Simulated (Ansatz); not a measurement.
Basis sets compared for Ag2Au4⁺. The state is a doublet with charge 1. Geometry PBE-D4/def2-SVP. Ansatz on 4 threads of Arm Neoverse V2 on a shared host; times are rough, and most runs start from earlier orbitals.

```xyz
6

Au    0.134    0.517    1.535
Au   -0.252    3.006    0.640
Au   -0.248    1.028   -1.159
Au   -0.247   -0.889   -2.957
Ag    0.471   -2.034    2.338
Ag    0.142   -1.629   -0.397
```

In the def2 sets Ag, Au take a core potential; there is no spin–orbit coupling. No other spin state of charge 1 was run. Another isomer (doublet) lies 0.30 eV lower at PBE0-D4/def2-TZVP; other spin states weren't run for this one.

| level | functions | energy (Eh) | HOMO (eV) | LUMO (eV) | wall time |
| --- | --- | --- | --- | --- | --- |
| PBE-D4/def2-SVP | 190 | -836.9556 | -10.11 | -9.90 | 9.5 s |
| PBE0-D4/def2-SVP | 190 | -836.7208 | -10.55 | -9.08 | 15 s |

(1) Estimate the rows for PBE-D4/def2-TZVP (with forces), PBE0-D4/def2-TZVP.

## Answers

(1) 
| level | functions | energy (Eh) | HOMO (eV) | LUMO (eV) | wall time |
| --- | --- | --- | --- | --- | --- |
| PBE-D4/def2-TZVP (with forces) | 240 | -837.0640 | -10.11 | -9.88 | 15 s |
| PBE0-D4/def2-TZVP | 240 | -836.8250 | -10.53 | -9.06 | 22 s |
